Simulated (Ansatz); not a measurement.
Basis-set extrapolation for C4H8O3, SMILES `COC(=O)CCO` (PBE0-D4/def2-TZVP geometry, frozen core, the Gaussian-basis code of Ansatz). Multiplicity 1, RHF reference.

```csv
,def2-TZVPP,def2-QZVPP
HF,-380.886865,-380.904349
MP2 correlation,-1.373488,-1.473567
CCSD(T) correlation,-1.466657,not run
```

Energies in hartree. Use E(X) = E(∞) + A·exp(−7.88·√X) for Hartree–Fock and E(X) = E(∞) + B·X^(−2.97) for correlation, with X = 3 and 4, and add CCSD(T) minus MP2 of the smaller set to the MP2 limit.

Task: What is the CCSD(T) energy at the basis-set limit?

Result: HF limit: -380.904349 + (-0.017484) × 0.13774 = -380.90676. MP2 limit: -1.473567 + (-0.100079) × 0.74074 = -1.54770. Higher-order term: -1.466657 − (-1.373488) = -0.09317. Total: -382.54763 hartree, 509.6 kJ/mol below CCSD(T)/def2-TZVPP.
